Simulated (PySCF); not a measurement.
In(OH)(SiH3)2 (H7InOSi2), SMILES [OH][In]([SiH3])[SiH3].

Geometry optimised at PBE-D3(BJ)/def2-SVP. The structure was generated by enumeration; whether it is a known compound was not checked. The def2 effective core potentials stand for the cores of In; spin–orbit coupling is left out. Other conformers were not sampled.

All values below come from PBE-D3(BJ)/def2-SVP (PySCF).

Frequencies are harmonic and unscaled.

| mode | ν (cm⁻¹) | IR (km/mol) | moving atoms (share of kinetic energy) |
|---|---|---|---|
| 1 | 12 | 0.0 | H 98 % |
| 2 | 27 | 0.1 | H 94 % |
| 3 | 59 | 1.2 | Si 59 %, In 22 %, H 17 % |
| 4 | 85 | 4.3 | In 37 %, Si 24 %, O 24 %, H 15 % |
| 5 | 114 | 13.2 | O 66 %, H 14 %, Si 12 %, In 9 % |
| 6 | 250 | 0.3 | Si 85 %, H 9 % |
| 7 | 297 | 16.2 | Si 61 %, In 30 %, H 9 % |
| 8 | 339 | 61.8 | H 93 % |
| 9 | 406 | 6.2 | H 89 % |
| 10 | 414 | 9.9 | H 89 %, Si 10 % |
| 11 | 434 | 30.0 | H 89 %, Si 9 % |
| 12 | 448 | 2.4 | H 87 %, Si 11 % |
| 13 | 557 | 64.5 | O 85 %, In 12 % |
| 14 | 747 | 184.8 | H 92 % |
| 15 | 792 | 492.1 | H 90 %, Si 9 % |
| 16 | 824 | 55.5 | H 92 %, Si 8 % |
| 17 | 901 | 22.6 | H 98 % |
| 18 | 902 | 2.1 | H 97 % |
| 19 | 903 | 37.6 | H 98 % |
| 20 | 904 | 58.3 | H 98 % |
| 21 | 2134 | 107.2 | H 99 % |
| 22 | 2140 | 38.8 | H 99 % |
| 23 | 2153 | 10.3 | H 96 % |
| 24 | 2154 | 138.0 | H 96 % |
| 25 | 2156 | 80.9 | H 96 % |
| 26 | 2171 | 71.7 | H 96 % |
| 27 | 3711 | 37.4 | H 94 % |
